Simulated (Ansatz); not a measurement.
Cost against result

The pair of HF (SMILES F, atoms 1–2) and Br2 (SMILES BrBr, atoms 3–4), both closed shells, in one local arrangement (a lower one may exist), relaxed at PBE0-D4/def2-TZVP:

F1  (-0.148, 0.134, -2.010)
H2  (0.146, -0.058, -1.153)
Br3  (0.904, -0.556, 1.114)
Br4  (-0.902, 0.480, 2.048)
(Å)

Interaction energies are counterpoise-corrected; the time is that of the whole pair.

Ansatz 0.2.0; basis: as named in each row; cores frozen in the correlated methods. Filled d shells of the heavier atoms are correlated. The def2 sets are not built for correlating such inner shells, so the correlated values are less sure here. B3LYP uses VWN-RPA correlation. Extrapolation: Hartree–Fock as exp(−7.88 √X), correlation as X^−2.97.

Times are rough, for one single point on 4 threads of a shared host (Arm Neoverse V1).

The estimate by CCSD(T) at an estimated basis limit (MP2 extrapolated from triple and quadruple zeta, plus CCSD(T) − MP2 in triple zeta) is -0.087 eV.

| method | basis | time (s) | interaction energy (eV) | method less estimate |
| --- | --- | --- | --- | --- |
| HF | STO-3G | under 1 | 0.079 | 0.166 |
| PBE-D4 | STO-3G | under 1 | -0.030 | 0.057 |
| SPW92 | def2-SVP | under 1 | -0.162 | -0.075 |
| PBE-D4 | def2-SVP | under 1 | -0.105 | -0.018 |
| B3LYP-D4 | 6-31G | under 1 | -0.037 | 0.050 |
| PBE0-D4 | def2-SVP | under 1 | -0.091 | -0.004 |
| PBE-D4 | def2-TZVPPD | 1 | -0.123 | -0.036 |
| revPBE-D4 | def2-TZVPPD | 1 | -0.098 | -0.011 |
| BLYP-D4 | def2-TZVPPD | 2 | -0.103 | -0.016 |
| PBE0-D4 | def2-TZVPPD | 2 | -0.107 | -0.020 |
| CCSD(T) | def2-SVP | 2 | -0.024 | 0.063 |
| HSE06-D4 | def2-TZVPPD | 2 | -0.107 | -0.020 |
| B3LYP-D4 | def2-TZVPPD | 2 | -0.101 | -0.014 |
| wB97M-V | def2-SVP | 3 | -0.078 | 0.009 |
| r2SCAN-D4 | def2-TZVPPD | 3 | -0.106 | -0.019 |
| B2PLYP | def2-TZVPPD | 3 | -0.069 | 0.018 |
| B97M-V | def2-TZVPPD | 4 | -0.098 | -0.011 |
| wB97X-V | def2-TZVPPD | 5 | -0.091 | -0.004 |
| wB97M-V | def2-TZVPPD | 6 | -0.090 | -0.003 |
| MP2 | def2-QZVPPD | 8 | -0.083 | 0.004 |
| CCSD(T) | def2-TZVPPD | 50 | -0.069 | 0.018 |

No T1 diagnostic of these runs exceeds 0.011.
